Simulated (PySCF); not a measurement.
# Bonding in `CSc1nn([SiH3])nc1C`

Species: C4H9N3SSi.
SMILES with atom numbers: `[CH3:1][S:2][c:3]1[n:4][n:5]([SiH3:6])[n:7][c:8]1[CH3:9]` (hydrogens: H10, H11, H12 on C1; H13, H14, H15 on Si6; H16, H17, H18 on C9)

Geometry (GFN2-xTB, Å), atoms numbered from 1 in this order:
```
atom  x, y, z in Å
C1    -2.833   -1.263    0.090
S2    -2.355    0.484    0.197
C3    -0.632    0.309    0.069
N4    -0.012   -0.853   -0.027
N5     1.282   -0.549   -0.111
Si6    2.567   -1.742   -0.221
N7     1.516    0.757   -0.069
C8     0.343    1.343    0.044
C9     0.133    2.806    0.120
H10   -3.914   -1.297    0.178
H11   -2.511   -1.658   -0.868
H12   -2.360   -1.809    0.900
H13    3.435   -1.283   -1.300
H14    1.850   -2.978   -0.505
H15    3.261   -1.769    1.067
H16    1.086    3.316    0.020
H17   -0.543    3.127   -0.670
H18   -0.321    3.067    1.075
```

Bond orders from the PBE0/pcSseg-1 density (PySCF). Geometry: GFN2-xTB, one conformer, isolated molecule. GFN2-xTB frequencies show an imaginary mode (26i cm⁻¹), so this geometry is no minimum at that level.

How far do the computed orders between heavy atoms stray from the drawn ones?

The largest departure is 0.334, at N4–N5 (drawn aromatic, 1.166), counting aromatic bonds as 1.5. Drawn single, order below 0.88: N5–Si6 (0.773). The bonds drawn aromatic range from 1.17 to 1.53.

Set the Mayer orders of the bonds beside their lengths.

| bond | drawn as | length (Å) | Mayer order |
| --- | --- | --- | --- |
| C1–S2 | single | 1.814 | 0.997 |
| S2–C3 | single | 1.736 | 1.020 |
| C3–N4 | aromatic | 1.320 | 1.470 |
| N4–N5 | aromatic | 1.332 | 1.166 |
| N5–Si6 | single | 1.757 | 0.773 |
| N5–N7 | aromatic | 1.327 | 1.190 |
| N7–C8 | aromatic | 1.316 | 1.528 |
| C8–C9 | single | 1.480 | 1.080 |
| C8–C3 | aromatic | 1.422 | 1.227 |
| C1–H10 | single | 1.085 | 0.952 |
| C1–H11 | single | 1.085 | 0.947 |
| C1–H12 | single | 1.085 | 0.945 |
| Si6–H13 | single | 1.459 | 0.942 |
| Si6–H14 | single | 1.457 | 0.947 |
| Si6–H15 | single | 1.463 | 0.935 |
| C9–H16 | single | 1.086 | 0.939 |
| C9–H17 | single | 1.089 | 0.946 |
| C9–H18 | single | 1.089 | 0.944 |

Bonds between the same two heavy elements. C–S: lowest C1–S2 (0.997, 1.814 Å), highest S2–C3 (1.020, 1.736 Å). C–N: lowest C3–N4 (1.470, 1.320 Å), highest N7–C8 (1.528, 1.316 Å). N–N: lowest N4–N5 (1.166, 1.332 Å), highest N5–N7 (1.190, 1.327 Å). C–C: lowest C8–C9 (1.080, 1.480 Å), highest C8–C3 (1.227, 1.422 Å).

Sum the orders of all bonds at each heavy atom with more than one neighbour and set the sums beside the valence in the SMILES.

C1 3.841 (drawn 4), S2 2.017 (drawn 2), C3 3.717 (drawn 4), N4 2.636 (drawn 3), N5 3.129 (drawn 3), Si6 3.597 (drawn 4), N7 2.718 (drawn 3), C8 3.835 (drawn 4), C9 3.909 (drawn 4). Orders between atoms that aren't bonded are not in these sums.

Mayer orders depend on the basis set.
